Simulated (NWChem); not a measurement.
# MnH$_{4}$O$_{2}$F$_{2}$, sextet; SMILES [Mn]([F])([F])(<-[OH2])<-[OH2]

All runs: NWChem. Pople sets run with spherical d functions. Spin-unrestricted. Structure relaxed at the PBE-D3(BJ)/def2-SVP, spin-unrestricted level. No frequency run checked for a minimum. The spin multiplicity was typed, not searched, and may not be the lowest. No stability test was run on the SCF state.

What does the run give for PBE/6-31G*? Quantities: highest occupied level (eV); lowest empty minus highest occupied level, either spin (eV); dipole (D); <S²>.


```yaml
highest occupied level (eV): -4.36
lowest empty minus highest occupied level, either spin (eV): 2.44
dipole (D): 0.01
"<S²>": 8.76
```
